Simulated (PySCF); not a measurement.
H3O2, charge +1, singlet, at a GFN2-xTB geometry, with bond 4-2 at 1.6 times its length. Base run: PySCF with HF/def2-SV(P).

Geometry (Å):
```xyz
5

O      0.6238    -0.2846     0.3215
O     -0.5395     0.2500    -0.2875
H      1.3666    -0.2058    -0.3162
H     -1.0175     1.4225     0.6937
H     -1.2021    -0.5004    -0.2815
```
Charge +1, spin multiplicity 1.
All else is at PySCF's defaults.
Base energy -150.78107 Eh.

Variants of this job, named by their change:

```csv
change,ΔE vs base (µEh),SCF cycles
base,0.0,11
conv_tol = 1e-4,1.4,6
diis_space = 20,0.0,11
conv_tol = 1e-11,0.0,13
level_shift = 1.0 (with mf.max_cycle = 100),0.0,23
diis_space = 12,0.0,11
init_guess = mod_huckel,0.0,11
diis_space = 2,0.0,17
conv_tol = 1e-6,0.0,8
DIIS = ADIIS,0.0,19
conv_tol = 1e-7,0.0,9
level_shift = 0.1 (with mf.max_cycle = 100),0.0,12
init_guess = sap,0.0,10
```
